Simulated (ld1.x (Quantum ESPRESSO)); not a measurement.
Before and after: TM potential for Fe (Z = 26)

Fe, norm-conserving Troullier–Martins (Kleinman–Bylander form), made with ld1.x (Quantum ESPRESSO) 7.5 (PBEsol, scalar-relativistic). Core [Ar], reference 3d6 4s2 4p0. Waves: 4s (bound): rc 2.30 bohr; 4p (bound, empty): rc 3.10 bohr; 3d (bound): rc 0.95 bohr. Local part: all-electron potential smoothed inside 2.30 bohr (lloc = -1). Core correction: Bessel-smoothed model core inside 0.60 bohr.

Change: all radii but the core radius scaled by about 1.27 (s 2.92, p 3.94, d 1.20 bohr); local potential all-electron potential smoothed inside 2.92 bohr (lloc = -1).

Cutoffs: the cutoffs (Ry, on a coarse ladder) from which the occupation-weighted sum of valence levels, in a spherical-Bessel basis at the reference potential, stays within 10 and 1 mRy of its value at 400 Ry; they do not see the model core or the augmentation charge, which bear on the density cutoff. Errors are all-electron minus pseudo energies relative to the spin-unpolarised reference configuration.

Question: Predict the effect on cutoff, ghosts and configuration errors.

Answer: The potential gets softer (200 Ry and 300 Ry → 140 Ry and 230 Ry); of the 7 tests that both files solve, the error grows in 2 and shrinks in 1 by more than 15 % and 0.3 meV (median size 59.5 → 74.5 meV); neither file shows a bound ghost. A larger radius leaves more room for a smooth pseudo-wave, so fewer plane waves are needed.

| quantity | base | changed |
| --- | --- | --- |
| cutoff, loose | 200 Ry | 140 Ry |
| cutoff, tight | 300 Ry | 230 Ry |
| loose cutoff by channel (10 mRy a level) | s 6 Ry, d 180 Ry | s 6 Ry, d 140 Ry |
| bound ghosts | none | none |
| error for 3d6 4s1 4p0, meV [ΔE 8.74 eV] | -8.4 | -9.1 |
| error for 3d6 4s0 4p0, meV [ΔE 24.86 eV] | -60 | -74 |
| error for 3d5 4s0 4p0, meV [ΔE 59.05 eV] | -311 | -590 |
| error for 3d6.5 4s1.5 4p0, meV [ΔE -0.73 eV] | -56 | -53 |
| error for 3d6 4s0 4p2, meV [ΔE 8.49 eV] | -6.1 | -3.3 |
| error for 3d5 4s2 4p0, meV [ΔE 14.23 eV] | -260 | -236 |
| error for 3d7 4s0 4p0, meV [ΔE 6.59 eV] | -337 | -296 |
